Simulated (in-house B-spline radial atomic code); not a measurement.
A run on Kr that did not converge. Method: scalar-relativistic (X2C) TPSSh, spin-polarised, spherical fractional occupations, Fermi nucleus of rms radius 4.1884 fm; computed with a B-spline radial code for spherical atoms.

Command:
```bash
python run_scf.py task.json out
```
Settings (nuclear radius in fm, mass in u):
```
Z                36
configuration    [Ar] 3d9.875 4s2 4p6 4d0.125
hamiltonian      x2c
method           tpssh
spin_polarised   True
nucleus          fermi
rms_radius       4.1884
atomic_mass      83.9115
speed_of_light   137.035999084
```

First and last ten iterations of the last attempt (damped for 15 steps, keeping 80 % of the old Fock matrix, then DIIS):
```
 iter        energy (Eh)    residual
    1       -2789.637846    5.57e-02
    2       -2789.641137    1.27e-03
    3       -2789.641151    9.26e-04
    4       -2789.641159    6.89e-04
    5       -2789.641164    5.18e-04
    6       -2789.641168    3.92e-04
    7       -2789.641171    3.00e-04
    8       -2789.641173    2.30e-04
    9       -2789.641175    1.85e-04
   10       -2789.641177    1.50e-04
  111       -2789.641184    1.50e-05
  112       -2789.641185    2.04e-05
  113       -2789.641185    8.83e-06
  114       -2789.641185    1.74e-05
  115       -2789.641185    1.39e-05
  116       -2789.641185    2.28e-05
  117       -2789.641184    2.73e-05
  118       -2789.641185    1.84e-05
  119       -2789.641184    2.90e-05
  120       -2789.641186    9.53e-06
 not converged after 120 iterations
```

The smallest residual met was 2.7e-06; the threshold is about 4e-07. Over the last five steps the energy moves by less than 4e-06 hartree, but the orbitals didn't meet the threshold. Run time, properties included: 18 s on 1 thread of Arm Neoverse N1 (shared host).
